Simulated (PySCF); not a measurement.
Calculation: B3LYP-D3(BJ)/def2-TZVP // r2SCAN-D4/def2-SVP in PySCF. Gas-phase values, no solvent. One relaxed conformer stands for a flexible species; it need not be the lowest. B3LYP has the VWN-RPA correlation part, as in Gaussian. 

Reference species: [Ti(F)4] (neutral, multiplicity 1).

The mean distance from the central atom to its bonded neighbours comes out as 1.735 Å, the charge on the central atom (Mulliken) is 1.66 e and the LUMO is -3.42 eV.

Changed species: [Ti(F)(NH2)3] (3 of 4 F replaced by NH2; the reference has 0 of 4 F replaced by NH2).

Problem. What does the change do to the mean distance from the central atom to its bonded neighbours, charge on the central atom (Mulliken) and LUMO?

Solution. the mean distance from the central atom to its bonded neighbours increases by 0.118 Å, to 1.853 Å; the charge on the central atom (Mulliken) decreases by 0.12 e, to 1.54 e; the LUMO goes up by 2.15 eV, to -1.27 eV.
